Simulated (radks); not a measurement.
Spherical quantum dot in the effective-mass picture: electrons in a well V = -V0 / (1 + exp((r - R)/a)) with V0 = 7.36, R = 8.42, a = 0.6, with a point charge +2 (a donor) at the centre, all in effective atomic units (hartree* = m*/eps^2 hartree, bohr* = eps/m* bohr), one dielectric constant everywhere. Method: non-relativistic Kohn-Sham, PBE, spin-polarised, spherical densities; computed with a radial shooting solver with Libxc functionals. Levels are named by radial order and angular momentum (1s, 1p, 1d, 2s, ...), and open shells are averaged over m. Each electron was tried in the lowest free levels, single moves between levels near the top were tried too, and the lowest total energy was kept; such a search can miss a lower state. At N = 1 the Hartree and exchange-correlation terms need not cancel, so that row can carry a self-interaction error.

| N | open shells | 2S | E (hartree*) | mu = E(N) - E(N-1) (hartree*) | addition energy mu(N+1) - mu(N) (hartree*) | e(HOMO) (hartree*) | rms radius (bohr*) |
|---|---|---|---|---|---|---|---|
| 1 | 1s(up 1, down 0) | 1 | -9.35374 | -9.3537 | 1.095 | -8.9048 | 0.8828 |
| 2 | none | 0 | -17.6128 | -8.2590 | 1.045 | -7.9390 | 1.119 |
| 3 | 2s(up 1, down 0) | 1 | -24.8268 | -7.2141 | 0.1908 | -7.1388 | 2.669 |
| 4 | none | 0 | -31.8501 | -7.0232 | 0.2023 | -6.9447 | 3.279 |
| 5 | 1p(up 2, down 0) 2s(up 1, down 0) | 3 | -38.6711 | -6.8210 | 0.1604 | -6.7472 | 3.649 |
| 6 | 1p(up 3, down 0) 2s(up 1, down 0) | 4 | -45.3316 | -6.6606 | 0.1944 | -6.5743 | 3.924 |
| 7 | 1p(up 3, down 0) | 3 | -51.7978 | -6.4661 | 0.1924 | -6.3921 | 4.140 |
| 8 | 1p(up 3, down 1) | 2 | -58.0715 | -6.2737 | 0.1589 | -6.1947 | 4.316 |
| 9 | 1p(up 3, down 2) | 1 | -64.1863 | -6.1148 | 0.1601 | -6.0348 | 4.463 |
| 10 | none | 0 | -70.1410 | -5.9547 | 0.2475 | -5.8746 | 4.588 |
| 11 | 1d(up 1, down 0) | 1 | -75.8482 | -5.7072 | 0.1547 | -5.6299 | 4.713 |
| 12 | 1d(up 2, down 0) | 2 | -81.4007 | -5.5525 | 0.1548 | -5.4751 | 4.820 |
| 13 | 1d(up 3, down 0) | 3 | -86.7984 | -5.3977 | 0.1546 | -5.3204 | 4.914 |
| 14 | 1d(up 4, down 0) | 4 | -92.0416 | -5.2432 | 0.1542 | -5.1660 | 4.997 |
| 15 | 1d(up 5, down 0) | 5 | -97.1306 | -5.0890 | 0.1897 | -5.0120 | 5.072 |
| 16 | 1d(up 5, down 1) | 4 | -102.030 | -4.8993 | 0.1496 | -4.8245 | 5.141 |
| 17 | 1d(up 5, down 2) | 3 | -106.779 | -4.7496 | 0.1500 | -4.6747 | 5.203 |
| 18 | 1d(up 5, down 3) | 2 | -111.379 | -4.5997 | 0.1500 | -4.5247 | 5.261 |
| 19 | 1d(up 5, down 4) | 1 | -115.829 | -4.4497 | 0.1499 | -4.3747 | 5.314 |
| 20 | none | 0 | -120.129 | -4.2998 | 0.2502 | -4.2250 | 5.363 |
| 21 | 1f(up 1, down 0) | 1 | -124.178 | -4.0496 | 0.1471 | -3.9761 | 5.413 |
| 22 | 1f(up 2, down 0) | 2 | -128.081 | -3.9025 | 0.1470 | -3.8290 | 5.460 |
| 23 | 1f(up 3, down 0) | 3 | -131.836 | -3.7556 | 0.1468 | -3.6821 | 5.504 |
| 24 | 1f(up 4, down 0) | 4 | -135.445 | -3.6088 | 0.1466 | -3.5354 | 5.545 |
| 25 | 1f(up 5, down 0) | 5 | -138.907 | -3.4622 | 0.1463 | -3.3890 | 5.584 |
| 26 | 1f(up 6, down 0) | 6 | -142.223 | -3.3159 | 0.1461 | -3.2428 | 5.621 |
| 27 | 1f(up 7, down 0) | 7 | -145.393 | -3.1698 | 0.1794 | -3.0969 | 5.656 |
| 28 | 1f(up 7, down 1) | 6 | -148.383 | -2.9904 | 0.1437 | -2.9186 | 5.689 |
| 29 | 1f(up 7, down 2) | 5 | -151.230 | -2.8468 | 0.1436 | -2.7750 | 5.721 |
| 30 | 1f(up 7, down 3) | 4 | -153.933 | -2.7031 | 0.1435 | -2.6314 | 5.751 |
| 31 | 1f(up 7, down 4) | 3 | -156.493 | -2.5596 | 0.1434 | -2.4879 | 5.780 |
| 32 | 1f(up 7, down 5) | 2 | -158.909 | -2.4162 | 0.1433 | -2.3445 | 5.808 |
| 33 | 1f(up 7, down 6) | 1 | -161.182 | -2.2729 | 0.1431 | -2.2014 | 5.834 |
| 34 | none | 0 | -163.312 | -2.1299 | 0.2572 | -2.0584 | 5.860 |
| 35 | 1g(up 1, down 0) | 1 | -165.185 | -1.8726 | 0.1413 | -1.8019 | 5.886 |
| 36 | 1g(up 2, down 0) | 2 | -166.916 | -1.7313 | - | -1.6607 | 5.912 |

All shells are closed at N = 2, 4, 10, 20, 34 (there: 1s2 1p6 1d10 2s2 1f14); the second difference of the energy has clear peaks (12 % above both neighbours; the first and last values, which can be the largest, are not judged, and half-filled shells can peak too) at N = 10, 15, 20, 27, 34.
